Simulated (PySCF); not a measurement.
Species: C6H9P.
Atom-mapped SMILES: `[CH3:1][c:2]1[cH:3][cH:4][pH:5][c:6]1[CH3:7]` (hydrogens: H8, H9, H10 on C1; H11 on C3; H12 on C4; H13 on P5; H14, H15, H16 on C7)

Geometry (PBE0-D3(BJ)/def2-SVP, Å), atoms numbered from 1 in this order:
```
atom  x, y, z in Å
C1    -1.257   -1.086    0.990
C2    -0.075   -0.551    0.245
C3     1.188   -1.281    0.196
C4     2.186   -0.670   -0.488
P5     1.534    0.791   -1.315
C6    -0.038    0.639   -0.424
C7    -1.149    1.634   -0.544
H8    -1.106   -1.002    2.080
H9    -2.180   -0.545    0.742
H10   -1.418   -2.153    0.772
H11    1.298   -2.258    0.678
H12    3.183   -1.084   -0.642
H13    2.160    1.843   -0.577
H14   -1.386    2.089    0.432
H15   -2.077    1.172   -0.920
H16   -0.892    2.451   -1.233
```

Computed with PySCF at wB97X-D/def2-SVPD, non-relativistic, on one gas-phase PBE0-D3(BJ)/def2-SVP geometry that isn't relaxed in the solvent. The solvent is an IEF-PCM continuum (Bondi radii, 1.10 Å for H, scaled by 1.2), and excitations are vertical TDDFT with non-equilibrium linear response and a frozen core. Specific hydrogen bonds and non-electrostatic terms are outside this model.

Gas-phase singlets (H = HOMO, L = LUMO):

```json
{"state": "S1", "E (eV)": "4.616", "λ (nm)": "269", "f": "0.062", "leading configurations": "H→L 96%"}
{"state": "S2", "E (eV)": "5.171", "λ (nm)": "240", "f": "0.109", "leading configurations": "H-1→L 92%"}
{"state": "S3", "E (eV)": "6.045", "λ (nm)": "205", "f": "0.003", "leading configurations": "H→L+1 71%, H→L+2 13%"}
{"state": "S4", "E (eV)": "6.341", "λ (nm)": "196", "f": "0.015", "leading configurations": "H→L+2 75%, H→L+1 10%"}
{"state": "S5", "E (eV)": "6.612", "λ (nm)": "188", "f": "0.063", "leading configurations": "H-1→L+1 46%, H-1→L+2 31%, H-1→L+5 13%"}
```

Task: How does the list change in acetone (ε = 20.49)?

Result: 
| state | E (eV) | λ (nm) | f | leading configurations | change by rank (eV) |
| --- | --- | --- | --- | --- | --- |
| S1 | 4.567 | 271 | 0.082 | H→L 96% | -0.049 |
| S2 | 5.196 | 239 | 0.159 | H-1→L 93% | +0.025 |
| S3 | 6.058 | 205 | 0.007 | H→L+1 79% | +0.013 |
| S4 | 6.239 | 199 | 0.017 | H→L+2 85% | -0.102 |
| S5 | 6.684 | 186 | 0.094 | H-1→L+1 42%, H-1→L+2 35%, H-1→L+5 11% | +0.072 |

Task: The ground-state energy changes by -0.124 eV from gas to acetone. By how much does the total energy of gas-phase S1 change?

Result: E(S1) = E(S0) + excitation energy, so it changes by -0.124 − 0.049 = -0.173 eV: it is lowered more than the ground state, which is what a red shift means. This is the vertical state, with the slow part of the continuum still set for S0.

Task: How do the frontier levels move from gas to acetone?

Result: 
```json
{"orbital": "LUMO+2", "gas (eV)": "2.56", "solvent (eV)": "2.53", "change (eV)": "-0.03", "Löwdin shares, gas": "P5 31 %, C4 21 %, H13 9 %, H12 8 %", "Löwdin shares, solvent": "P5 35 %, C4 22 %, H13 9 %, C6 7 %"}
{"orbital": "LUMO+1", "gas (eV)": "2.19", "solvent (eV)": "2.28", "change (eV)": "+0.09", "Löwdin shares, gas": "C7 17 %, P5 15 %, C1 13 %, C6 7 %", "Löwdin shares, solvent": "P5 20 %, C7 15 %, C1 10 %, C6 9 %"}
{"orbital": "LUMO", "gas (eV)": "0.77", "solvent (eV)": "0.75", "change (eV)": "-0.02", "Löwdin shares, gas": "C4 18 %, C3 16 %, C6 16 %, P5 15 %", "Löwdin shares, solvent": "C4 18 %, C3 17 %, C6 16 %, P5 15 %"}
{"orbital": "HOMO", "gas (eV)": "-8.08", "solvent (eV)": "-8.09", "change (eV)": "-0.01", "Löwdin shares, gas": "C6 26 %, C4 22 %, C2 19 %, C3 10 %", "Löwdin shares, solvent": "C6 26 %, C4 21 %, C2 20 %, C3 10 %"}
{"orbital": "HOMO-1", "gas (eV)": "-8.72", "solvent (eV)": "-8.83", "change (eV)": "-0.11", "Löwdin shares, gas": "P5 51 %, C3 12 %, C4 10 %, C6 8 %", "Löwdin shares, solvent": "P5 51 %, C3 13 %, C4 10 %, C6 8 %"}
{"orbital": "HOMO-2", "gas (eV)": "-10.78", "solvent (eV)": "-10.77", "change (eV)": "+0.01", "Löwdin shares, gas": "P5 18 %, C3 17 %, C6 13 %, C4 13 %", "Löwdin shares, solvent": "P5 19 %, C3 16 %, C6 14 %, C2 12 %"}
{"orbital": "HOMO-3", "gas (eV)": "-11.14", "solvent (eV)": "-11.08", "change (eV)": "+0.06", "Löwdin shares, gas": "P5 21 %, C4 20 %, C6 14 %, C7 10 %", "Löwdin shares, solvent": "P5 20 %, C4 20 %, C6 12 %, C7 10 %"}
```

The HOMO–LUMO gap goes from 8.85 to 8.84 eV.

Note: wB97X-D ran without an empirical dispersion term, which enters the total energy and its gradient alone.
